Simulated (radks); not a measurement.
Excited configurations of Pb II: one electron is placed in a higher orbital outside [Hg]. The ground configuration is [Hg] 6p1. All-electron calculation, non-relativistic Kohn-Sham, LDA (Slater exchange, Perdew-Wang correlation), spin-polarised, spherical densities, point nucleus; open shells are filled with parallel spins first (spin-orbit coupling, left out, can overturn this in heavy ions); relativity is left out, which matters for an element this heavy. Program: a radial shooting solver on a logarithmic mesh with Libxc functionals. Excitation = E - E(ground); binding = E(ion) - E, where the ion is the core of charge +2; n* = 2/sqrt(2 binding) in atomic units, and the quantum defect is n - n*.

| outer orbital | excitation (eV) | binding (eV) | n* | quantum defect | eigenvalue (eV) | <r> (bohr) |
|---|---|---|---|---|---|---|
| 5f | 10.100 | 3.755 | 3.807 | 1.193 | -2.607 | 7.734 |
| 6d | 7.203 | 6.651 | 2.860 | 3.140 | -4.722 | 4.982 |
| 6f | 11.279 | 2.576 | 4.596 | 1.404 | -1.924 | 13.29 |
| 7s | 6.476 | 7.378 | 2.716 | 4.284 | -5.851 | 5.844 |
| 7p | 8.042 | 5.812 | 3.060 | 3.940 | -4.567 | 6.967 |
| 7d | 10.095 | 3.759 | 3.805 | 3.195 | -2.911 | 10.03 |

Estimate the row for 7f.

Answer. excitation (eV) 12.022; binding (eV) 1.832; n* 5.450; quantum defect 1.550; eigenvalue (eV) -1.430; <r> (bohr) 20.36. The Delta-SCF ionisation energy is 13.855 eV (NIST Atomic Spectra Database: 15.032 eV, measured). Self-interaction in the functional shifts the binding energies and quantum defects, so they are the method's values and not measured ones. Relativity is left out here, which matters for elements this heavy. Open shells are spherical and high-spin; term and fine-structure splittings are not resolved.
